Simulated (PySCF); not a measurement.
C2H6Si. Atoms are numbered in the order given.

```xyz
9

C      0.0000     0.7762     0.8446
C      0.0000    -0.7762     0.8446
Si     0.0000     0.0000    -0.8364
H      0.9014     1.2541     1.2101
H     -0.9014     1.2541     1.2101
H     -0.9014    -1.2541     1.2101
H      0.9014    -1.2541     1.2101
H      1.2390     0.0000    -1.6331
H     -1.2390     0.0000    -1.6331
```
Charge 0, spin multiplicity 1.

Geometry optimised at B3LYP-D3(BJ)/def2-TZVP.

Computed with B3LYP-D3(BJ)/def2-TZVP run with PySCF.

Frequencies are harmonic and unscaled.

Task: Estimate the vibrational spectrum. (Estimate from the structure and the level; the computed values follow.)

Result: 
```json
[
 {"mode": "1", "ν (cm⁻¹)": "410", "IR (km/mol)": "0.0", "moving atoms (share of kinetic energy)": "H 100 %"},
 {"mode": "2", "ν (cm⁻¹)": "502", "IR (km/mol)": "14.3", "moving atoms (share of kinetic energy)": "H 95 %"},
 {"mode": "3", "ν (cm⁻¹)": "633", "IR (km/mol)": "24.9", "moving atoms (share of kinetic energy)": "H 87 %, C 9 %"},
 {"mode": "4", "ν (cm⁻¹)": "639", "IR (km/mol)": "0.2", "moving atoms (share of kinetic energy)": "C 57 %, Si 38 %"},
 {"mode": "5", "ν (cm⁻¹)": "688", "IR (km/mol)": "70.8", "moving atoms (share of kinetic energy)": "C 57 %, H 23 %, Si 21 %"},
 {"mode": "6", "ν (cm⁻¹)": "747", "IR (km/mol)": "10.5", "moving atoms (share of kinetic energy)": "H 89 %, C 9 %"},
 {"mode": "7", "ν (cm⁻¹)": "790", "IR (km/mol)": "0.0", "moving atoms (share of kinetic energy)": "H 84 %, C 16 %"},
 {"mode": "8", "ν (cm⁻¹)": "908", "IR (km/mol)": "38.3", "moving atoms (share of kinetic energy)": "H 78 %, C 22 %"},
 {"mode": "9", "ν (cm⁻¹)": "912", "IR (km/mol)": "42.3", "moving atoms (share of kinetic energy)": "H 87 %"},
 {"mode": "10", "ν (cm⁻¹)": "976", "IR (km/mol)": "5.4", "moving atoms (share of kinetic energy)": "H 91 %, C 8 %"},
 {"mode": "11", "ν (cm⁻¹)": "1007", "IR (km/mol)": "63.8", "moving atoms (share of kinetic energy)": "C 55 %, H 35 %, Si 11 %"},
 {"mode": "12", "ν (cm⁻¹)": "1020", "IR (km/mol)": "3.5", "moving atoms (share of kinetic energy)": "H 67 %, C 33 %"},
 {"mode": "13", "ν (cm⁻¹)": "1200", "IR (km/mol)": "0.0", "moving atoms (share of kinetic energy)": "H 80 %, C 20 %"},
 {"mode": "14", "ν (cm⁻¹)": "1432", "IR (km/mol)": "0.7", "moving atoms (share of kinetic energy)": "H 92 %, C 8 %"},
 {"mode": "15", "ν (cm⁻¹)": "1444", "IR (km/mol)": "0.3", "moving atoms (share of kinetic energy)": "H 88 %, C 12 %"},
 {"mode": "16", "ν (cm⁻¹)": "2259", "IR (km/mol)": "62.7", "moving atoms (share of kinetic energy)": "H 98 %"},
 {"mode": "17", "ν (cm⁻¹)": "2280", "IR (km/mol)": "96.3", "moving atoms (share of kinetic energy)": "H 95 %"},
 {"mode": "18", "ν (cm⁻¹)": "3115", "IR (km/mol)": "14.0", "moving atoms (share of kinetic energy)": "H 95 %"},
 {"mode": "19", "ν (cm⁻¹)": "3117", "IR (km/mol)": "5.9", "moving atoms (share of kinetic energy)": "H 95 %"},
 {"mode": "20", "ν (cm⁻¹)": "3181", "IR (km/mol)": "0.0", "moving atoms (share of kinetic energy)": "H 89 %, C 11 %"},
 {"mode": "21", "ν (cm⁻¹)": "3197", "IR (km/mol)": "6.7", "moving atoms (share of kinetic energy)": "H 90 %, C 10 %"}
]
```
